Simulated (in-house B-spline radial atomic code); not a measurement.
Values are calculated unless marked as measured or tabulated.
Building a PAW s channel for Te, r_c = 1.72 bohr

Te, [Kr] 4d10 5s2 5p4, non-relativistic LDA (VWN5), spherical and spin-unpolarised, from an all-electron radial atomic-structure program (B-spline basis) (atomic units; all potentials screened as in the neutral atom).

Two all-electron partial waves φ1, φ2 are integrated outwards at E1 = ε(5s) = -0.520997 and E2 = E1 + 1.5 hartree; φ1 is the bound orbital and φ2 has unit norm inside r_c = 1.7198 bohr. Smooth partners are polynomials, r^1(a0 + a1 r² + a2 r⁴ + a3 r⁶), matched to φ and three derivatives at r_c, with no condition on the norm. The local potential is -12.3617 + (10.1984) r² + (-3.52006) r⁴ + (0.44861) r⁶ inside 1.408 bohr and the all-electron one outside.

| wave | φ(r_c) | φ'(r_c) | a0 | a1 | a2 | a3 |
| --- | --- | --- | --- | --- | --- | --- |
| 1 | 0.7724743 | 0.1875822 | -0.08794255 | 0.5539624 | -0.1754433 | 0.01675168 |
| 2 | 0.9692335 | -1.79614 | 0.469184 | 0.8403337 | -0.4009947 | 0.04316388 |

Inside r_c the overlaps are <φi φj> = [[0.28494, 0.52309], [0.52309, 1.00000]] and, for the smooth waves, [[0.27044, 0.53737], [0.53737, 1.19447]]. With χj = (Ej − T − V_local) applied to smooth wave j, the program's quadrature gives the matrix B_ij = <smooth i, χj> as [[0.39292, 1.19310], [1.17168, 3.86551]].

Problem. Check the match of the first wave, and find the augmentation charges q_ij.

Solution. At r_c the four terms are -0.15124, 2.81783, -2.63953, 0.74543, which sum to 0.7725, φ1(r_c) to rounding. q_ij is the all-electron overlap less the smooth one: [[0.01450, -0.01428], [-0.01428, -0.19447]]. The smooth first wave has a norm of 0.2704 inside r_c against 0.2849, and q11 > 0 puts back the missing charge.

Problem. B isn't symmetric. Show that D_ij = B_ij + Ej q_ij is.

Solution. Integrating by parts gives B12 − B21 = (E1 − E2) q12: 1.19310 − (1.17168) = 0.02142, and −1.5 × (-0.01428) = 0.02142. So D12 = 1.19310 + (0.979003)(-0.01428) = 1.17912 and D21 = 1.17168 + (-0.520997)(-0.01428) = 1.17912; D11 = 0.38536, D22 = 3.67512. The projectors, p = (B⁻¹)ᵀ χ, are dual to the smooth waves; det B = 0.12.

Solving (T + V_local + Σ p D p) ψ = E (1 + Σ p q p) ψ in a sphere of 9 bohr gives these levels:

```
all-electron  one projector  two projectors
   -0.520994      -3.971560      -11.037500
    0.022273      -0.520994       -0.520994
    0.330360       0.021766        0.022267
    0.809267       0.328134        0.330348
    1.443990       0.800969        0.809264
```

Problem. What does the second projector gain?

Solution. With one projector a ghost lies below the reference level, so the set fails. With two a ghost lies below the reference level, so the set fails. The lowest eigenvalue of the overlap operator is 1 with one and 0.1013 with two projectors. The smooth orbital alone needs a cutoff of 11 hartree for 1 millihartree of kinetic energy, against 14.4 for a norm-conserving Troullier-Martins orbital of the same radius, which is no gain while the set fails. The first smooth wave changes sign inside r_c, since a0 and φ(r_c) differ in sign; such a node invites a ghost below the level.
